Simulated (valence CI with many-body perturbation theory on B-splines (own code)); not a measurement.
# Energy levels of Te¹⁹⁺

Method: configuration interaction combined with many-body perturbation theory (CI+MBPT): five valence electrons over a frozen Dirac-Fock core [Ar] 3d10, radial functions for each j: 11 s, 11 p, 10 d, 8 f, 5 g, 2 h, with the one-electron correlation potential Σ1 (screened to all orders), the two-electron term Σ2, the three-electron term Σ3, Breit, model QED; selected single and double excitations, second order for the rest, scaled by the run's own slope (own B-spline code, finite nucleus).

No measured levels were compared; by estimate levels hold to about 250 cm⁻¹ or 0.2 % of their energy and the worst to 1 %, as in measured heavy ions of charge 2 to 7; those with d or f electrons hold less well. Among the levels kept, up to 2100 cm⁻¹ of a level comes from second order outside the variational space, and about a tenth of that is noise between levels of different J, which matters for small intervals.

Levels 136 to 168 of 168, with energies above the lowest level, 4s²4p³ ⁴S°_3/2. "Leading %" is the weight of the configuration and term that name the level; weights of strongly mixed levels are sums over their largest components and can fall short. In the jj column 3d3/2^4 stands for four electrons in 3d with j = 3/2. Lifetimes count E1, E2, E3, M1 and M2 decay at the calculated energies, and are blank where another channel may lead or the interval is too uncertain; long ones can be off by a factor of two.

| No. | Configuration | Term | J | E (cm⁻¹) | Leading % | Leading jj | Second component | Lifetime |
| --- | --- | --- | --- | --- | --- | --- | --- | --- |
| 136 | 4s²4p²4f | ⁴G° | 7/2 | 1490900 | 25 | 4s^2 4p1/2 4p3/2 4f5/2 (54 %) | 22 % 4s²4p²4f ²G° | 3.50 ps |
| 137 | 4s²4p²4f | ²F° | 5/2 | 1495200 | 31 | 4s^2 4p1/2 4p3/2 4f5/2 (58 %) | 31 % 4s²4p²4f ⁴F° | 4.52 ps |
| 138 | 4s²4p²4f | ²G° | 9/2 | 1495700 | 46 | 4s^2 4p1/2 4p3/2 4f7/2 (68 %) | 32 % 4s²4p²4f ⁴F° | 5.62 ps |
| 139 | 4s²4p4d² | ⁴G° | 11/2 | 1502300 | 50 | 4s^2 4p3/2 4d5/2^2 (70 %) | 26 % 4s²4p²4f ²H° | 21.4 ps |
| 140 | 4s²4p²4f | ⁴D° | 1/2 | 1502700 | 46 | 4s^2 4p1/2 4p3/2 4f5/2 (42 %) | 27 % 4s²4p4d² ⁴D° | 4.79 ps |
| 141 | 4s²4p4d² | ⁴F° | 5/2 | 1502900 | 41 | 4s^2 4p1/2 4p3/2 4f5/2 (27 %) | 23 % 4s²4p²4f ⁴D° | 3.12 ps |
| 142 | 4s²4p4d² | ⁴F° | 7/2 | 1504600 | 28 | 4s^2 4p1/2 4p3/2 4f5/2 (25 %) | 18 % 4s²4p²4f ²F° | 3.51 ps |
| 143 | 4s²4p²4f | ⁴D° | 3/2 | 1505700 | 32 | 4s^2 4p1/2 4p3/2 4f5/2 (30 %) | 15 % 4s²4p4d² ⁴F° | 3.94 ps |
| 144 | 4s²4p²4f | ⁴F° | 3/2 | 1515100 | 40 | 4s^2 4p1/2 4p3/2 4f5/2 (29 %) | 25 % 4s4p³4d ²D° | 2.80 ps |
| 145 | 4s²4p²4f | ²D° | 5/2 | 1518000 | 20 | 4s^2 4p1/2 4p3/2 4f7/2 (20 %) | 18 % 4s4p³4d ²D° | 3.05 ps |
| 146 | 4s²4p²4f | ²D° | 5/2 | 1520500 | 22 | 4s^2 4p1/2 4p3/2 4f7/2 (34 %) | 15 % 4s²4p4d² ⁴D° | 6.94 ps |
| 147 | 4s²4p²4f | ²G° | 9/2 | 1525700 | 39 | 4s^2 4p1/2 4p3/2 4f5/2 (32 %) | 25 % 4s²4p4d² ²H° | 5.86 ps |
| 148 | 4s²4p4d² | ²F° | 7/2 | 1531000 | 34 | 4s^2 4p3/2 4d3/2 4d5/2 (50 %) | 19 % 4s²4p4d² ⁴F° | 3.56 ps |
| 149 | 4s²4p4d² | ⁴F° | 9/2 | 1534700 | 37 | 4s^2 4p3/2 4d3/2 4d5/2 (64 %) | 22 % 4s²4p4d² ⁴G° | 2.88 ps |
| 150 | 4s²4p²4f | ²F° | 5/2 | 1536700 | 26 | 4s^2 4p3/2 4d3/2 4d5/2 (44 %) | 21 % 4s²4p4d² ⁴P° | 5.94 ps |
| 151 | 4s²4p4d² | ²P° | 1/2 | 1537100 | 77 | 4s^2 4p1/2 4d5/2^2 (58 %) | 5 % 4s²4p4d² ⁴D° | 4.24 ps |
| 152 | 4s²4p4d² | ⁴D° | 7/2 | 1541400 | 58 | 4s^2 4p3/2 4d5/2^2 (41 %) | 6 % 4s²4p4d² ⁴F° | 4.64 ps |
| 153 | 4s²4p4d² | ⁴P° | 5/2 | 1550300 | 41 | 4s^2 4p3/2 4d5/2^2 (37 %) | 15 % 4s²4p²4f ²F° | 5.68 ps |
| 154 | 4s²4p4d² | ²P° | 3/2 | 1550700 | 36 | 4s^2 4p3/2 4d3/2 4d5/2 (33 %) | 12 % 4s²4p4d² ²D° | 2.52 ps |
| 155 | 4s²4p4d² | ²G° | 7/2 | 1552400 | 41 | 4s^2 4p1/2 4p3/2 4f7/2 (18 %) | 13 % 4s²4p²4f ²F° | 3.69 ps |
| 156 | 4s²4p²4f | ⁴G° | 11/2 | 1554900 | 49 | 4s^2 4p3/2 4d3/2 4d5/2 (46 %) | 35 % 4s²4p4d² ²H° | 3.62 ps |
| 157 | 4s²4p4d² | ²S° | 1/2 | 1559000 | 53 | 4s^2 4p3/2 4d3/2 4d5/2 (64 %) | 22 % 4s²4p4d² ⁴P° | 2.73 ps |
| 158 | 4s²4p²4f | ²H° | 9/2 | 1566100 | 32 | 4s^2 4p3/2 4d5/2^2 (40 %) | 27 % 4s²4p4d² ²G° | 3.30 ps |
| 159 | 4s²4p²4f | ⁴F° | 5/2 | 1569300 | 19 | 4s^2 4p3/2 4d3/2 4d5/2 (36 %) | 13 % 4s²4p4d² ⁴D° | 3.37 ps |
| 160 | 4s²4p²4f | ²P° | 3/2 | 1571700 | 31 | 4s^2 4p1/2 4p3/2 4f7/2 (43 %) | 16 % 4s²4p²4f ²D° | 2.95 ps |
| 161 | 4s²4p4d² | ⁴D° | 7/2 | 1573000 | 60 | 4s^2 4p3/2 4d5/2^2 (30 %) | 11 % 4s²4p4d² ⁴F° | 2.23 ps |
| 162 | 4s²4p²4f | ²G° | 7/2 | 1575400 | 28 | 4s^2 4p3/2^2 4f5/2 (32 %) | 28 % 4s²4p4d² ²F° | 6.40 ps |
| 163 | 4s²4p4d² | ⁴D° | 5/2 | 1579900 | 25 | 4s^2 4p3/2 4d3/2 4d5/2 (26 %) | 12 % 4s²4p²4f ⁴D° | 1.86 ps |
| 164 | 4s²4p4d² | ⁴D° | 1/2 | 1581600 | 39 | 4s^2 4p1/2 4p3/2 4f5/2 (32 %) | 37 % 4s²4p²4f ²P° | 2.37 ps |
| 165 | 4s²4p4d² | ⁴D° | 3/2 | 1585700 | 20 | 4s^2 4p1/2 4p3/2 4f5/2 (29 %) | 20 % 4s²4p²4f ²D° | 2.01 ps |
| 166 | 4s²4p4d² | ⁴S° | 3/2 | 1589500 | 46 | 4s^2 4p3/2 4d3/2^2 (34 %) | 11 % 4s²4p4d² ⁴P° | 1.89 ps |
| 167 | 4s²4p4d² | ²F° | 7/2 | 1591400 | 28 | 4s^2 4p3/2^2 4f7/2 (42 %) | 20 % 4s²4p²4f ⁴F° | 3.23 ps |
| 168 | 4s²4p²4f | ⁴F° | 9/2 | 1593500 | 34 | 4s^2 4p3/2^2 4f7/2 (62 %) | 22 % 4s²4p²4f ²G° | 4.30 ps |

Names give the largest LS component (configuration and term), which can be under half, so a name can repeat, a term be missing and a line seem to break the LS rules; names also repeat where a configuration has a term twice.

Where two levels of one J and parity lie close, their mixing, g and order are uncertain.
